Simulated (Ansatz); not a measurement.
Species: GeI, charge 0, doublet. GeI (SMILES [I][Ge], doublet).
B3LYP-D3(BJ)/def2-TZVP minimum from Ansatz (an electronic-structure program):
```xyz
2

Ge     0.0000     0.0000    -1.5933
I      0.0000     0.0000     0.9620
```
Charge 0, spin multiplicity 2.

Total energies in def2-TZVPP, 11 correlated electrons, 23 frozen orbitals. UHF or UKS for unpaired electrons; spin-orbit terms are left out. Cores are frozen in correlated methods (noble-gas shells, and filled d and f shells in the p block). Past Kr the def2 sets carry scalar-relativistic core potentials. Spin-orbit terms, left out, reach several kcal/mol for Br and I, and more for heavier atoms.

| method | program | energy (Eh) | minus CCSDT(Q) (mEh) |
|---|---|---|---|
| HF | Ansatz | -2372.04777 | 241.89 |
| MP2 | Ansatz | -2372.25090 | 38.76 |
| CCSD | Ansatz | -2372.27707 | 12.59 |
| CCSD(T) | Ansatz | -2372.28789 | 1.78 |
| CCSDT(Q) | Ansatz | -2372.28966 | 0.00 |

Rough core times of Ansatz's runs on a shared machine: CCSD(T) 40 s, CCSDT(Q) 10 min.
